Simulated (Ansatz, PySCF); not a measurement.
F₂Ga (SMILES [F][Ga+][F]), charge +1, singlet, geometry from GFN2-xTB (such geometries of metal compounds can be far from the true shape). Base run: B3LYP5/6-311G** run with PySCF.

The PySCF input:
```python
from pyscf import gto, scf, dft

mol = gto.Mole()
mol.atom = '''
    Ga    0.00000000    0.00000000    0.00000000
    F    -0.00000000   -0.00000000   -1.76055987
    F     0.00000000    0.00000000    1.76055987
'''
mol.basis = '6-311g**'
mol.charge = 1
mol.verbose = 4
mol.build()

mf = dft.RKS(mol)
mf.xc = 'b3lyp5'
mf.kernel()
```

The same geometry, method and basis name were run in Ansatz (a quantum-chemistry and plane-wave program) and PySCF, at each program's defaults and at the settings that a row names. The base is PySCF at its defaults. Differences at the defaults can come from grids, fitting, cores and function types together.

| code and settings | ΔE vs base (mEh) | basis functions | E (Eh) | SCF cycles |
|---|---|---|---|---|
| PySCF, defaults (exact integrals, its default grid, spherical functions) | 0.000 | 80 | -2124.11158 | 10 |
| Ansatz, defaults (factorised integrals, its default grid, spherical functions) | 0.006 | 80 | -2124.11158 | - |
| PySCF, density fitting with def2-universal-jkfit | -0.022 | 80 | -2124.11161 | 10 |
| PySCF, fine grid | 0.003 | 80 | -2124.11158 | 10 |
| Ansatz, high accuracy | 0.002 | 80 | -2124.11158 | - |
